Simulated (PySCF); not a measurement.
These are PBE-D3(BJ)/def2-TZVP // B3LYP-D3(BJ)/def2-TZVP (PySCF) values and carry that method's errors. All species are isolated molecules in the gas phase. 

Reference species (SMILES): `[F][GeH2]` (neutral, multiplicity 2).

```json
{
  "dipole_moment": "1.90 D"
}
```

Changed species: `[F][GeH][F]` (radical fragment; the reference has radical fragment).

### Question
Predict the effect on the dipole moment.

### Answer
the dipole moment increases by 0.42 D, to 2.32 D.
